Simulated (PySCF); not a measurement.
Compound: C2H3BO2S.
Structure used (PBE0-D3(BJ)/def2-SVP), in Å, numbered top down from 1:
```
atom  x, y, z in Å
O1    -0.596    0.178   -1.501
B2    -0.387   -0.531   -0.356
O3    -1.448   -1.112    0.259
C4     1.016   -0.723    0.310
C5     2.100   -0.191   -0.202
S6     3.337    0.476   -0.879
H7     0.201    0.558   -1.882
H8    -2.266   -0.940   -0.221
H9     1.096   -1.316    1.229
```

Computed with PBE0-D3(BJ)/def2-SVP geometry optimisation, gas phase in PySCF.

Take the most abundant isotopes and a rigid rotor. The values belong to one conformer with, in the numbering `[OH:1][B:2]([OH:3])[CH:4]=[C:5]=[S:6]`, H–O1–B2–O3 180°, O1–B2–O3–H 0°.

(1) Give the principal moments of inertia and the rotational constants in MHz.

(2) Classify the top.

(3) What does the inertial defect say?

(4) Where do the levels up to J = 3 lie, in MHz?

(5) Which types of transition are allowed, and where do some lines up to J = 3 fall?

(6) Estimate the classical rotational partition function at 10 K, 50 K and 200 K.

Answers

(1) Ia = 56.58, Ib = 382.62, Ic = 439.20 u·Å²; 505379 MHz·u·Å²/I gives A = 8931, B = 1321, C = 1151 MHz.

(2) A near-prolate asymmetric top: κ = (2 × 1321 − 8931 − 1151)/(8931 − 1151) = -0.96.

(3) Planar: Δ = Ic − Ia − Ib = 0.00 u·Å². For a rigid frame Δ = −2 Σ m c², so it vanishes when all atoms lie in the ab plane; here none is more than 0.01 Å from it.

(4) Above 0(0,0):
J = 1: 1(0,1) 2472, 1(1,1) 10082, 1(1,0) 10252
J = 2: 2(0,2) 7412, 2(1,2) 14855, 2(1,1) 15365, 2(2,1) 38197, 2(2,0) 38200
J = 3: 3(0,3) 14815, 3(1,3) 22013, 3(1,2) 23033, 3(2,2) 45612, 3(2,1) 45626, 3(3,1) 84092, 3(3,0) 84092
Those of J = 1 are B + C, A + C and A + B.

(5) The dipole components are |μa| = 0.01 D, |μb| = 0.68 D, |μc| = 0.00 D; the mirror of this Cs structure is the ab plane, so μc vanishes by symmetry (the 0.01 D computed is a residue) and there are no c-type lines. Intensities carry the squares of the components, which stand as 0.00 : 1.00 (a : b). Some lines, for components of 0.1 D or more:

| type | branch | J(Ka,Kc) | MHz | lower level (cm⁻¹) |
| --- | --- | --- | --- | --- |
| b | Q | 1(1,0) ← 1(0,1) | 7781 | 0.082 |
| b | Q | 2(1,1) ← 2(0,2) | 7954 | 0.247 |
| b | Q | 3(1,2) ← 3(0,3) | 8218 | 0.494 |
| b | R | 1(1,1) ← 0(0,0) | 10082 | 0.000 |
| b | R | 2(1,2) ← 1(0,1) | 12383 | 0.082 |
| b | R | 3(1,3) ← 2(0,2) | 14601 | 0.247 |
| b | Q | 3(2,1) ← 3(1,2) | 22592 | 0.768 |
| b | Q | 2(2,0) ← 2(1,1) | 22835 | 0.513 |
| b | Q | 2(2,1) ← 2(1,2) | 23342 | 0.496 |
| b | Q | 3(2,2) ← 3(1,3) | 23599 | 0.734 |
| b | R | 2(2,1) ← 1(1,0) | 27945 | 0.342 |
| b | R | 2(2,0) ← 1(1,1) | 28118 | 0.336 |
| b | R | 3(2,2) ← 2(1,1) | 30246 | 0.513 |
| b | R | 3(2,1) ← 2(1,2) | 30771 | 0.496 |
| b | Q | 3(3,0) ← 3(2,1) | 38466 | 1.522 |
| b | Q | 3(3,1) ← 3(2,2) | 38480 | 1.521 |
| b | R | 3(3,1) ← 2(2,0) | 45892 | 1.274 |
| b | R | 3(3,0) ← 2(2,1) | 45895 | 1.274 |

(6) Point group Cs, symmetry number σ = 1; q = (√π/σ)·√((kT/h)³/(ABC)), k/h = 20836.6 MHz/K: 1450 at 10 K, 16200 at 50 K, 129000 at 200 K.

PBE0-D3(BJ)/def2-SVP frequencies: not computed here. Zero-point vibration and centrifugal distortion are left out. Quadrupole hyperfine structure (11B) is left out.

Hardware: Arm Neoverse V1, one thread, on a shared host. Cost: 32 s. That covers the optimisation of the geometry.
